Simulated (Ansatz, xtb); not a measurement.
# Two isomers of C4H10GeSi

Structure X: `C=[CH][GeH]([SiH3])[CH]=C`, a singlet. Structure Y: `C=C[SiH2][GeH2][CH]=C`, a singlet. Both are isolated molecules in the gas phase, relaxed with r2SCAN-D4/def2-SVP, each in the lowest conformer that the search found.

X (Å):

```xyz
16

C    -0.7441    0.2821   -4.1292
C     0.1826    0.0023   -3.2026
C     0.7313   -2.3420   -1.0925
C     0.1384   -3.4893   -0.7349
Ge   -0.2365   -0.6881   -1.4320
Si    0.3927    0.9333    0.2051
H    -0.4755    0.6821   -5.1149
H    -1.8140    0.1225   -3.9471
H     1.2404    0.1840   -3.4412
H    -1.7478   -0.9864   -1.3703
H     1.8634    1.1933    0.1060
H     0.0933    0.4439    1.5861
H    -0.3292    2.2243   -0.0155
H     1.8265   -2.3201   -1.1873
H     0.7142   -4.4024   -0.5388
H    -0.9499   -3.5704   -0.6235
```

Y (Å):

```xyz
16

C    -1.1474   -0.0396   -3.0955
C    -0.9348    1.2084   -2.6494
C    -1.7468   -1.2751    0.6933
C    -2.9195   -0.9241    0.1486
Ge   -0.0855   -0.2895    0.4431
Si   -0.4114    1.6504   -0.9026
H    -1.4488   -0.2431   -4.1304
H    -1.0356   -0.9181   -2.4473
H    -1.0726    2.0363   -3.3618
H    -1.4443    2.5337   -0.2696
H     0.8597    2.4425   -0.9391
H     0.4699    0.1108    1.8249
H     0.9623   -1.2287   -0.1907
H    -1.7096   -2.1716    1.3286
H    -3.8345   -1.5050    0.3203
H    -3.0236   -0.0431   -0.4977
```

Quicker runs give these differences E(Y) − E(X): GFN2-xTB −0.1 kcal/mol; HF/STO-3G −0.2 kcal/mol (at GFN2-xTB geometries); r2SCAN-D4/def2-SVP//GFN2-xTB −2.9 kcal/mol.

Problem. Estimate E(Y) − E(X) at the level CCSD(T)/def2-SVP + ΔMP2/def2-TZVPP.

Solution. Calculated at CCSD(T)/def2-SVP + ΔMP2/def2-TZVPP: E(Y) − E(X) = −2.2 kcal/mol, so structure Y lies lower.

How the difference moves with the method:

```csv
level,geometry,E(Y) − E(X) (kcal/mol),departure from the last row (kcal/mol),"job, with rough time for the two"
GFN2-xTB,GFN2-xTB,−0.1,+2.1,"optimisation, 0.5 s"
HF/STO-3G,GFN2-xTB,−0.2,+2.0,"single point, 0.76 s"
r2SCAN-D4/def2-SVP//GFN2-xTB,GFN2-xTB,−2.9,−0.7,"single point, 7.8 s"
r2SCAN-D4/def2-SVP,r2SCAN-D4/def2-SVP,−3.3,−1.1,"optimisation, 93 s"
HF/def2-SVP,r2SCAN-D4/def2-SVP,−2.2,0.0,part of the CCSD(T) run
MP2/def2-SVP,r2SCAN-D4/def2-SVP,−2.4,−0.2,part of the CCSD(T) run
CCSD(T)/def2-SVP,r2SCAN-D4/def2-SVP,−2.7,−0.5,single point
CCSD(T)/def2-SVP + ΔMP2/def2-TZVPP,r2SCAN-D4/def2-SVP,−2.2,,"single point, 3.3 min"
```

As drawn, Y has 1 C–Si, 1 Ge–H in place of 1 C–Ge, 1 Si–H.

GFN2-xTB, HF/STO-3G find them nearly level. The largest departure from CCSD(T)/def2-SVP + ΔMP2/def2-TZVPP is that of GFN2-xTB, 2.1 kcal/mol. A small imaginary or near-zero mode remains, so no thermal terms are given. The last row adds to CCSD(T) the change of the MP2 difference between the two basis sets, here +0.5 kcal/mol.

The correlated steps freeze 18 core orbitals; the filled d shell of Ge is correlated, in a basis made for valence electrons. Run with Ansatz 0.2.0, xtb 6.7.1; the last row on 2 threads of Arm Neoverse V2 on a shared host.
